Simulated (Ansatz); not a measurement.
Species: AlCl, charge 0, multiplicity 3. This is an excited triplet: at this geometry the singlet lies 2.97 eV lower at CCSD(T)/CBS(aug-cc-pV(T+d)Z,aug-cc-pV(Q+d)Z). SMILES: [Cl][Al]
Geometry: optimised at B3LYP-D3(BJ)/def2-TZVP (Ansatz, a first-principles code).

Parts of the frozen-core correlation energy in cc-pV(D+d)Z (Ansatz, hartree). Frozen orbitals: 10; correlated occupied orbitals by spin: 6 and 4; virtual: 30 and 32. Open shells are spin-unrestricted. Spin-orbit coupling is left out. No relativistic terms.

```csv
term,value
reference (HF),-701.40847
MP2 opposite-spin,-0.11465
MP2 same-spin,?
CCSD correlation,?
(T),?
CCSDT minus CCSD(T),-0.00062
T1 diagnostic,0.017
largest doubles amplitude,0.035
<S^2> of the reference,2.003
```

**Question.** Some entries are withheld; supply them.

**Answer.** 
- MP2 same-spin, value: -0.04546
- CCSD correlation, value: -0.17796
- (T), value: -0.00451
